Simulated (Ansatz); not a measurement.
Basis sets compared for Al₁₁ (the lowest doublet isomer of a short search). The state is a doublet with charge 0. Geometry PBE-D4/def2-SVP. Ansatz on 6 threads of Intel Xeon on a shared host; times are rough, and most runs start from earlier orbitals.

```xyz
11

Al   -2.088   -0.677    2.044
Al    0.812   -0.300   -2.107
Al   -0.087    0.749    0.585
Al   -1.131   -1.446   -0.431
Al    2.186    0.044    2.002
Al   -1.609    0.596   -2.107
Al   -2.868    0.839    0.131
Al    0.230   -1.778    1.947
Al    2.473    1.262   -0.321
Al    1.707   -1.619   -0.155
Al    0.374    2.330   -1.588
```

The structure comes from a short search, and lower isomers may exist.

Binding counts from free atoms (Al doublet) in the same basis, without a counterpoise term.

```tsv
level	functions	energy (Eh)	HOMO (eV)	LUMO (eV)	binding per atom (eV)	wall time
PBE-D4/def2-SVP	198	-2664.5832	-4.65	-4.32	2.54	7 s
PBE0-D4/def2-SVP	198	-2664.7946	-5.30	-3.83	2.44	13 s
```

Question: Estimate the rows for PBE-D4/def2-TZVP (with forces), PBE0-D4/def2-TZVP.

Answer: 
| level | functions | energy (Eh) | HOMO (eV) | LUMO (eV) | binding per atom (eV) | wall time |
| --- | --- | --- | --- | --- | --- | --- |
| PBE-D4/def2-TZVP (with forces) | 407 | -2665.5260 | -4.53 | -4.18 | 2.53 | 18 s |
| PBE0-D4/def2-TZVP | 407 | -2665.7240 | -5.17 | -3.66 | 2.44 | 58 s |
